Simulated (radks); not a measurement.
The numbers below are computed, except where a source is named.
The tin anion Sn4-, [Xe], held by a Watson sphere: a shell of charge +4 at radius R that stands for the Madelung well of a crystal (potential energy -4/R inside, -4/r outside, in hartree with lengths in bohr). Level of theory: scalar-relativistic Kohn-Sham, PBEsol, spin-polarised, spherical densities, finite nucleus; Fermi nuclear charge, rms radius of each element as measured or else 0.836 A^(1/3) + 0.57 fm (a radial shooting solver on a logarithmic mesh with Libxc functionals). Response by self-consistent Sternheimer equations with the Hartree and adiabatic LDA kernel, the relativistic mass of each level held fixed and spin-orbit coupling left out. The sphere does not respond.

| R (bohr) | e(4d) (eV) | e(5s) (eV) | e(5p) (eV) | <r> 5p (bohr) | sum of <r^2> (bohr^2) | X-ray form factor at sin(theta)/lambda = 0.2 1/angstrom | alpha (bohr^3) |
|---|---|---|---|---|---|---|---|
| 2.47 | -26.983 | -14.351 | -7.065 | 2.838 | 91.58 | 40.212 | 50.73 |
| 2.87 | -25.334 | -12.941 | -6.430 | 3.043 | 101.0 | 40.035 | 66.13 |
| 4.28 | -23.390 | -9.717 | -4.430 | 3.821 | 141.2 | 40.021 | 175.3 |
| 5.26 | -23.098 | -8.676 | -3.511 | 4.388 | 175.3 | 40.168 | 329.5 |
| 5.5 | -23.068 | -8.520 | -3.338 | 4.529 | 184.6 | 40.194 | 380.3 |
